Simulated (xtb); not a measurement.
CH4S, charge +1, doublet, at a GFN2-xTB geometry (a state made from the parent by changing its charge; the spin is typed, not shown lowest). Base run: GFN0-xTB run with xtb 6.7.1.

Input for xtb:
```
$ xtb mol.xyz --gfn 0 --chrg 1 --uhf 1 --json

# file mol.xyz
6

C     -0.07388241     1.11980998     0.01035255
S     -0.04134435    -0.65009848    -0.00670276
H      1.30919756    -0.80487041     0.00288752
H     -1.10858026     1.45936870     0.00516795
H      0.44489002     1.50553466     0.89456842
H      0.45929671     1.52268287    -0.85749509
```

The base run was repeated with changes; each row names its change, and settings that it needs were set with it.

```tsv
change	ΔE vs base (kcal/mol)
base	0.000
file = coord	0.000
acc = 0.1	0.000
etemp = 10000	-15.91
```
